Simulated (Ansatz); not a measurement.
**Ligand exchange: C2H6Mg + Si(NH2)2(SiH3)2 → C2H7MgN + SiH(NH2)(SiH3)2**

Species: C2H6Mg `C[CH2][MgH]`, singlet; Si(NH2)2(SiH3)2, singlet; C2H7MgN `C[CH2][Mg][NH2]`, singlet; SiH(NH2)(SiH3)2, singlet. The partners trade H for NH2: Mg–H and Si–NH2 bonds give way to Mg–NH2 and Si–H.

Shapes, held fixed at every level: PBE0-D4/def2-TZVP. Flexible molecules stand in one conformer, not always the lowest. Programs: Ansatz 0.2.0. Electronic energies: no zero-point or thermal term.

| level | kind | ΔE (kJ/mol) | less CCSD(T)/def2-TZVPP |
| --- | --- | --- | --- |
| HF/def2-TZVPP | Hartree–Fock | -2.4 | +4.9 |
| r2SCAN-D4/def2-TZVPP | meta-GGA | -3.6 | +3.7 |
| B3LYP-D4/def2-TZVPP | global hybrid | -1.4 | +5.9 |
| wB97X-V/def2-TZVPP | range-separated hybrid | -3.0 | +4.3 |
| B2PLYP/def2-TZVPP | double hybrid | -10.2 | -2.9 |
| MP2/def2-TZVPP | perturbation theory | -10.9 | -3.6 |
| CCSD/def2-TZVPP | coupled cluster or CI | -8.1 | -0.8 |
| CCSD(T)/def2-TZVPP | coupled cluster or CI | -7.3 | 0.0 |

The highest level, CCSD(T)/def2-TZVPP, gives ΔE = -7.3 kJ/mol; the levels span -10.9 to -1.4. The column of differences is taken from that level and isn't an error. No measured value is set beside it here. Outer-core shells of Mg are correlated, in sets that cover them unevenly.
